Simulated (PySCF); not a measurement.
# Input and output

[Bi(NCS)2]+ (singlet). PySCF 2.14.0, RKS PBE0, Bi def2-SVP with ECP60, N def2-SVP, C def2-SVP, S def2-SVP; non-relativistic Hamiltonian with scalar-relativistic core potentials where named; density fitting; no spin-orbit coupling. Purpose: singlet excitations, Tamm-Dancoff PBE0.

```python
mol = gto.M(atom='''
Bi     0.00000    -0.00000     0.00000
N     -0.00000     0.00000     2.22363
C      0.00000     0.00000     3.43928
S     -0.00000    -0.00000     5.00685
N      0.00000     0.00000    -2.22363
C     -0.00000    -0.00000    -3.43928
S      0.00000     0.00000    -5.00685''',
    basis={'Bi': 'def2-SVP', 'N': 'def2-SVP', 'C': 'def2-SVP', 'S': 'def2-SVP'},
    ecp={'Bi': 'def2-SVP'},
    charge=1, spin=0)
mf = dft.RKS(mol, xc='PBE0')
mf.grids.atom_grid = (50, 194)
mf = mf.density_fit()  # fitting sets: Bi def2-universal-JKFIT, N def2-universal-JKFIT, C def2-universal-JKFIT, S def2-universal-JKFIT
mf.conv_tol = 1e-08; mf.max_cycle = 55
mf.kernel(dm0)  # dm0: converged density of the relaxed state
td = mf.TDA(); td.nstates = 8; td.kernel()
```

Run from Python with OMP_NUM_THREADS=2; the lines above give its settings. Where DIIS fails, smearing, a level shift and second-order steps follow.
It took 53 s on 2 threads of Arm Neoverse V2 (shared host), from an already converged density.

Where do the frontier levels lie, over both spins?

HOMO -11.55 eV, LUMO -9.25 eV. 

What does the SCF print?


```
init E= -1195.52517090973
cycle= 1 E= -1195.52287378172  delta_E= 0.0023  |g|= 0.0954  |ddm|= 0.294
cycle= 2 E= -1195.44930430388  delta_E= 0.0736  |g|= 0.407  |ddm|= 0.753
cycle= 3 E= -1195.52737528101  delta_E= -0.0781  |g|= 0.0169  |ddm|= 0.595
cycle= 4 E= -1195.52740664967  delta_E= -3.14e-05  |g|= 0.0126  |ddm|= 0.0227
...
cycle= 9 E= -1195.52745146699  delta_E= -1.18e-08  |g|= 3.63e-05  |ddm|= 0.000217
cycle= 10 E= -1195.52745146762  delta_E= -6.29e-10  |g|= 3.15e-06  |ddm|= 5.23e-05
Extra cycle  E= -1195.52745146758  delta_E= 3.96e-11  |g|= 9.4e-06  |ddm|= 2.01e-05
converged SCF energy = -1195.52745146758
```

What are the Mulliken charges and spins?


```
atom  charge (e)  spin (e)
 Bi1       1.250     0.000
  N2      -0.310     0.000
  C3       0.056     0.000
  S4       0.129     0.000
  N5      -0.310     0.000
  C6       0.056     0.000
  S7       0.129     0.000
```

Which singlet excitations follow (Tamm-Dancoff, 8 states)?


| state | eV | oscillator strength |
| --- | --- | --- |
| 1 | 1.21 | 0.0000 |
| 2 | 1.33 | 0.0000 |
| 3 | 1.33 | 0.0000 |
| 4 | 1.64 | 0.0000 |
| 5 | 1.86 | 0.0000 |
| 6 | 1.86 | 0.0000 |
| 7 | 4.12 | 3.7793 |
| 8 | 4.50 | 0.0000 |
Functionals without range separation put charge-transfer states too low; the basis has no diffuse functions.

The geometry was relaxed with r2SCAN (Bi def2-SVP with ECP60, N def2-SVP, C def2-SVP, S def2-SVP).
